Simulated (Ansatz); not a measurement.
Program: Ansatz. Geometries: PBE0-D4/def2-TZVP. ΔE: electronic, gas phase. CCSD(T)/CBS is the MP2 limit (def2-TZVPP, def2-QZVPP) plus CCSD(T) − MP2 in def2-TZVPP, frozen cores. DFT in def2-TZVPP. B3LYP here is the variant with VWN-RPA as its local correlation; programs differ in this. Elements past krypton have def2 core potentials. For Br, Sn outer-core shells are correlated without core-valence functions, which leaves a few kJ/mol of doubt a bond. Scalar relativity is left out up to krypton. Each species was taken in one conformer, which may not be the lowest.

`CB(O)Br` + `C[N](C)[Sn][F]` → `CN(C)B(O)Br` + `[CH3][Sn][F]`  (redistribution)

| level | ΔE (kJ/mol) | difference from CCSD(T)/CBS |
| --- | --- | --- |
| PBE-D4 | -9.3 | 7.2 |
| r2SCAN-D4 | -10.2 | 6.3 |
| PBE0-D4 | -18.7 | -2.2 |
| B3LYP-D4 | -14.1 | 2.4 |
| ωB97X-V | -20.4 | -3.9 |
| r2SCAN | -9.9 | 6.6 |
| PBE0 | -18.8 | -2.3 |
| B3LYP | -14.5 | 2.0 |
| HF/def2-TZVPP | -31.1 | -14.6 |
| MP2/def2-TZVPP | -15.4 | 1.1 |
| CCSD/def2-TZVPP | -22.6 | -6.1 |
| CCSD(T)/def2-TZVPP | -18.6 | -2.1 |
| HF/def2-QZVPP | -31.1 | -14.6 |
| SCS-MP2/def2-QZVPP | -16.2 | 0.3 |
| HF/CBS(def2) | -31.1 | -14.6 |
| CCSD/CBS(def2) | -20.6 | -4.1 |
| CCSD(T)/CBS | -16.5 | 0 |

Largest T1 diagnostic among the species: 0.017.

In def2-TZVPP, CCSD(T) changes the Hartree–Fock value by +12.6 kJ/mol (the triples alone add +4.1 kJ/mol) and MP2 by +15.7 kJ/mol. From PBE to PBE0 (25 % exact exchange), in def2-TZVPP and without D4, ΔE moves by −9.4 kJ/mol.
